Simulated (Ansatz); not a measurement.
Bi2Te3⁻, relaxed as a doublet with UKS r2SCAN-D4/def2-SVPD in Ansatz, starting from the GFN2-xTB geometry. Force threshold 0.02 eV/Å.

In the def2 sets Bi, Te take a core potential; there is no spin–orbit coupling. The relaxation made no stability test and no search for a lower SCF solution. The structure comes from a short search, and lower isomers may exist.

Start:

Cartesian coordinates in Å:
```
Bi 0.8787 0.4617 -1.0632
Bi 0.1980 -0.0855 2.7085
Te -0.7660 -0.1422 -3.0862
Te -0.9706 1.7016 0.8368
Te 0.6599 -1.9356 0.6041
```

```json
{"step": "1", "energy (eV)": "-33581.7558", "largest force component (eV/Å)": "0.683", "SCF passes": "22"}
{"step": "2", "energy (eV)": "-33581.8888", "largest force component (eV/Å)": "0.552", "SCF passes": "30"}
{"step": "3", "energy (eV)": "-33581.9177", "largest force component (eV/Å)": "0.079", "SCF passes": "24"}
{"step": "4", "energy (eV)": "-33581.9190", "largest force component (eV/Å)": "0.042", "SCF passes": "25"}
{"step": "5", "energy (eV)": "-33581.9197", "largest force component (eV/Å)": "0.021", "SCF passes": "25"}
{"step": "6", "energy (eV)": "-33581.9197", "largest force component (eV/Å)": "0.009", "SCF passes": "25"}
```

Force components are those of the run's own axes.

End:

```
atom    x (Å)    y (Å)    z (Å)
 Bi1   0.7483   0.4071  -1.1117
 Bi2   0.1545  -0.1088   2.7569
 Te3  -0.7558  -0.1244  -3.3190
 Te4  -0.9352   1.8361   0.9611
 Te5   0.7882  -2.0101   0.7128
```

By distances, no bond broke or formed. The bond that changes most is Bi1–Te4, from 2.93 to 3.03 Å (atoms count from 1).

No frequencies were taken in this run, so the end may be a saddle point.

Run time 60 s (4 threads of Arm Neoverse V2 on a shared host).
